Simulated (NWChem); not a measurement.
Species: BiBr$_{2}$Cl; SMILES [Cl][Bi]([Br])[Br]

This build's default masses of Se (78.918 u) and Br (79.917 u) are each other's, which moves their modes by up to 0.6 %. def2 effective core potentials on Bi; no spin-orbit coupling.

### Question
Give the equilibrium geometry at PBE0/def2-SVP with def2 effective core potentials on Bi (NWChem) as an XYZ file, with the point group.

### Answer
point group Cs; any orientation.
```
4

Bi    -0.4686     0.4398     0.0000
Cl    -1.9930    -1.4927     0.0000
Br     1.0733    -0.2336    -1.9917
Br     1.0733    -0.2336     1.9917
```
